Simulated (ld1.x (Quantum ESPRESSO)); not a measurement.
# Sb (Z = 51) TM: all-electron and pseudo phase curves

| Property | Result |
| --- | --- |
| Element | antimony (Sb) |
| Generator | ld1.x (Quantum ESPRESSO) 7.5 |
| Type | norm-conserving Troullier–Martins (Kleinman–Bylander form) |
| Functional | LDA (PZ) |
| Relativity | scalar-relativistic |
| Frozen core | [Ar] 3d10 4s2 |
| Valence charge | 21 |
| Reference configuration | 4p6 4d10 5s2 5p2.5 (charge +0.5) |
| Partial waves | 4p (bound): rc 1.45 bohr; 4d (bound): rc 1.45 bohr; 5s (bound): rc 2.00 bohr |
| Local potential | the s channel |
| Core correction | none |

Occupied shells without a wave of their own: 5p. They enter only through the test configuration that unscreens the potential.

The phase is arctan(r·u′/u) with u = r·R(r), unwrapped; energies in Ry, scanned from -10 to 5 Ry. A pole is an energy at which the radial function vanishes at the test radius. The pseudo phase is shifted by a multiple of π to meet the all-electron one at the reference energy, and phase errors are pseudo minus all-electron; the curves can meet again beyond the range given. Levels narrower than the energy grid can be missing from the lists of poles.

Question: For each channel, where are the poles, and over which energies does the pseudopotential scatter like the atom?

Answer:

```tsv
channel	radius (bohr)	reference energy (Ry)	poles, all-electron	poles, pseudo	unbroken range about the reference energy with phases within 0.05 rad	phase error 1 Ry above the reference energy (rad)
s	2.20	-1.24	1.41	1.28	below 3.3	-0.004
p	2.20	-7.77	-7.73, 3.09	-7.73	below -2.4	+0.002
d	2.20	-2.77	-2.59	-2.59	below -0.2	+0.010
```

The potential misses its own reference levels by up to 2.1 eV, so it is not fit for use.

Phases in the p channel:

```csv
E (Ry),all-electron,pseudo
-10.00,1.411,1.412
-9.52,1.405,1.406
-9.04,1.398,1.399
-8.56,1.388,1.389
-8.08,1.360,1.361
-7.60,-1.703,-1.702
-7.12,-1.747,-1.745
-6.64,-1.761,-1.759
-6.16,-1.774,-1.771
-5.68,-1.787,-1.783
-5.20,-1.801,-1.796
-4.72,-1.818,-1.810
-4.24,-1.838,-1.828
-3.76,-1.863,-1.849
-3.28,-1.895,-1.875
-2.80,-1.940,-1.908
-2.32,-2.003,-1.952
-1.84,-2.103,-2.012
-1.36,-2.279,-2.102
-0.88,-2.637,-2.246
-0.40,-3.320,-2.500
0.08,-3.968,-2.957
0.56,-4.295,-3.565
1.04,-4.460,-4.012
1.52,-4.556,-4.260
2.00,-4.620,-4.402
2.48,-4.667,-4.491
2.96,-4.704,-4.552
3.44,-4.735,-4.597
3.92,-4.763,-4.632
4.40,-4.790,-4.660
4.88,-4.817,-4.683
```
